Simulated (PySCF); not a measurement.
A calculated (HSE06, PySCF 2.14, x2c-TZVPPall, scalar relativity by spin-free X2C-1e) atom or ion has these occupied shells.

```json
{"shell": "1s α", "electrons": "1", "orbital energy (eV)": "-23086.7", "rms radius, mean of both spins (bohr)": "0.0374"}
{"shell": "1s β", "electrons": "1", "orbital energy (eV)": "-23086.6", "rms radius, mean of both spins (bohr)": "0.0374"}
{"shell": "2s α", "electrons": "1", "orbital energy (eV)": "-3368.0", "rms radius, mean of both spins (bohr)": "0.154"}
{"shell": "2s β", "electrons": "1", "orbital energy (eV)": "-3367.6", "rms radius, mean of both spins (bohr)": "0.154"}
{"shell": "2p α", "electrons": "3", "orbital energy (eV)": "-3017.7", "rms radius, mean of both spins (bohr)": "0.137"}
{"shell": "2p β", "electrons": "3", "orbital energy (eV)": "-3017.4", "rms radius, mean of both spins (bohr)": "0.137"}
{"shell": "3s α", "electrons": "1", "orbital energy (eV)": "-610.62", "rms radius, mean of both spins (bohr)": "0.417"}
{"shell": "3s β", "electrons": "1", "orbital energy (eV)": "-610.41", "rms radius, mean of both spins (bohr)": "0.417"}
{"shell": "3p α", "electrons": "3", "orbital energy (eV)": "-494.52", "rms radius, mean of both spins (bohr)": "0.420"}
{"shell": "3p β", "electrons": "3", "orbital energy (eV)": "-494.30", "rms radius, mean of both spins (bohr)": "0.420"}
{"shell": "3d α", "electrons": "5", "orbital energy (eV)": "-308.49", "rms radius, mean of both spins (bohr)": "0.404"}
{"shell": "3d β", "electrons": "5", "orbital energy (eV)": "-308.10", "rms radius, mean of both spins (bohr)": "0.404"}
{"shell": "4s α", "electrons": "1", "orbital energy (eV)": "-87.620", "rms radius, mean of both spins (bohr)": "1.05"}
{"shell": "4s β", "electrons": "1", "orbital energy (eV)": "-85.749", "rms radius, mean of both spins (bohr)": "1.05"}
{"shell": "4p α", "electrons": "3", "orbital energy (eV)": "-54.411", "rms radius, mean of both spins (bohr)": "1.16"}
{"shell": "4p β", "electrons": "3", "orbital energy (eV)": "-52.279", "rms radius, mean of both spins (bohr)": "1.16"}
{"shell": "4d α", "electrons": "5", "orbital energy (eV)": "-7.716", "rms radius, mean of both spins (bohr)": "1.76"}
{"shell": "4d β", "electrons": "3", "orbital energy (eV)": "-6.356", "rms radius, mean of both spins (bohr)": "1.76"}
{"shell": "5s α", "electrons": "1", "orbital energy (eV)": "-4.966", "rms radius, mean of both spins (bohr)": "3.51"}
```

**Question.** Name the element and its charge.

**Answer.** Rh (rhodium, neutral), in [Kr] 4d8 5s1, high-spin 4F determinant.
